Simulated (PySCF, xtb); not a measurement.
H6SeSi2, SMILES [SiH3][Se][SiH3].

Harmonic wavenumbers (cm⁻¹) from GFN2-xTB (xtb) at its own minimum, in rising order: 55, 66, 95, 357, 364, 506, 515, 524, 545, 739, 744, 748, 754, 767, 784, 2279, 2284, 2291, 2292, 2342, 2351.

Task: What does PySCF with PBE-D3(BJ)/def2-SVP give at its own minimum? (An estimate is asked for; the answer gives what the named calculation found.)

Result: 67, 84, 107, 382, 385, 541, 570, 576, 611, 850, 886, 889, 889, 912, 924, 2152, 2157, 2163, 2166, 2187, 2187. Paired by order, the mean absolute difference is 92 cm⁻¹ and the zero-point energies are 30.6 and 31.0 kcal/mol.
